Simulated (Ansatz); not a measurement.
ClGeI3 (`[Cl][Ge]([I])([I])[I]`) at its PBE0-D4/def2-TZVP geometry, where that method's forces vanish. Charge 0, multiplicity 1. I: def2 effective core potential.

```
atom   x (Å)   y (Å)   z (Å)
 Cl1   0.035  -2.115  -0.538
 Ge2   0.001  -0.042  -0.011
  I3   1.534   1.185  -1.549
  I4  -2.337   0.793  -0.256
  I5   0.768   0.180   2.353
```

**Question.** For each bond, give half the difference of the two atoms' forces along it (eV/Å; positive pushes the atoms apart) under PBE-D4, r2SCAN-D4, B3LYP-D4, ωB97M-V in def2-TZVPP. (An estimate is asked.)

**Answer.** Computed: 
```json
{"bond": "Cl1–Ge2", "length (Å)": "2.139", "PBE-D4": "0.26", "r2SCAN-D4": "0.05", "B3LYP-D4": "0.23", "ωB97M-V": "0.02"}
{"bond": "Ge2–I3", "length (Å)": "2.495", "PBE-D4": "0.14", "r2SCAN-D4": "0.05", "B3LYP-D4": "0.16", "ωB97M-V": "-0.08"}
{"bond": "Ge2–I4", "length (Å)": "2.495", "PBE-D4": "0.14", "r2SCAN-D4": "0.05", "B3LYP-D4": "0.16", "ωB97M-V": "-0.08"}
{"bond": "Ge2–I5", "length (Å)": "2.495", "PBE-D4": "0.14", "r2SCAN-D4": "0.05", "B3LYP-D4": "0.16", "ωB97M-V": "-0.08"}
```

B3LYP here is the variant with VWN-RPA as its local correlation; programs differ in this.
